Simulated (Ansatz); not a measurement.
Input and output for `B[P]([SiH3])[SnH3]`.

```yaml
crystal:
  periodic: [false, false, false]
  atoms:
    - {symbol: B, position_ang: [-1.882951, 0.929803, 0.133815]}
    - {symbol: P, position_ang: [-0.641312, -0.318095, -0.688614]}
    - {symbol: Si, position_ang: [-0.117272, -1.862300, 0.996661]}
    - {symbol: Sn, position_ang: [1.500098, 1.077021, -1.206956]}
    - {symbol: H, position_ang: [-1.943632, 2.111879, -0.282597]}
    - {symbol: H, position_ang: [-2.700338, 0.515357, 0.990993]}
    - {symbol: H, position_ang: [0.728477, -3.021886, 0.384581]}
    - {symbol: H, position_ang: [0.702573, -1.222783, 2.160913]}
    - {symbol: H, position_ang: [-1.464831, -2.421635, 1.545716]}
    - {symbol: H, position_ang: [2.399053, 1.430426, 0.302616]}
    - {symbol: H, position_ang: [2.548901, 0.136171, -2.312482]}
    - {symbol: H, position_ang: [0.952084, 2.588185, -1.988945]}
basis:
  gaussian: {orbitals: def2-mTZVPP}
magnetization: {spin_polarized: true, initial_magnetization: 2}
hamiltonian: {xc: {name: B97}}
accuracy: high
output: {forces: true}
```

```sh
$ ansatz run in.yaml --threads 4 --pin off --events-out ev --progress --plain --max-ram 10444MiB
```

It prints (some lines left out):

```
Functional definition: B97
3256 factors; integrals over basis functions are off by at most 1.9e-8 eV
mean field evaluation 1: about -23795.4670 eV, gradient 2.1e1 eV
mean field evaluation 2: about -23778.9202 eV, gradient 4.1e1 eV
mean field evaluation 4: about -23798.6036 eV, gradient 4.4e0 eV
mean field evaluation 8: about -23798.9442 eV, gradient 6.5e-1 eV
mean field evaluation 16: about -23798.9502 eV, gradient 1.5e-2 eV
mean field evaluation 32: about -23798.9502 eV, gradient 1.3e-6 eV
mean field -23798.95021583 eV, -874.5952889239 hartree, gradient 6.4e-8 eV, S^2 2.005393; 4 other end points of the search recorded, 0 dependent functions left out
reference -23798.95022010 eV, -874.5952890808 hartree; 33, 31 occupied and 116, 118 virtual orbitals, 3256 factors
Total energy: -23798.95022010 eV, -874.5952890808 hartree
Atom 0 at    -1.882951     0.929803     0.133815 Å, force    -1.767705     0.802505     0.161092 eV/Å
Atom 1 at    -0.641312    -0.318095    -0.688614 Å, force     0.207553     0.396024     1.042710 eV/Å
Atom 2 at    -0.117272    -1.862300     0.996661 Å, force     0.126451    -1.008192     0.385352 eV/Å
Atom 3 at     1.500098     1.077021    -1.206956 Å, force     0.798742     0.229410    -0.465268 eV/Å
Atom 4 at    -1.943632     2.111879    -0.282597 Å, force     0.406909    -1.202240     0.276124 eV/Å
Atom 5 at    -2.700338     0.515357     0.990993 Å, force     1.098131     0.178089    -0.691283 eV/Å
Atom 6 at     0.728477    -3.021886     0.384581 Å, force    -0.645309     0.834020     0.475022 eV/Å
Atom 7 at     0.702573    -1.222783     2.160913 Å, force    -0.663676    -0.272027    -0.960447 eV/Å
Atom 8 at    -1.464831    -2.421635     1.545716 Å, force     1.060203     0.461682    -0.443881 eV/Å
Atom 9 at     2.399053     1.430426     0.302616 Å, force    -0.504589    -0.151666    -0.676900 eV/Å
Atom 10 at     2.548901     0.136171    -2.312482 Å, force    -0.405531     0.520062     0.473427 eV/Å
Atom 11 at     0.952084     2.588185    -1.988945 Å, force     0.288823    -0.787668     0.424052 eV/Å
Dipole moment:     0.529864    -0.405612    -0.151422 e Å
```

It took 41 s on 4 threads of an Intel Xeon 6975P-C on a shared host, with 1.7 GiB of host memory at the peak.
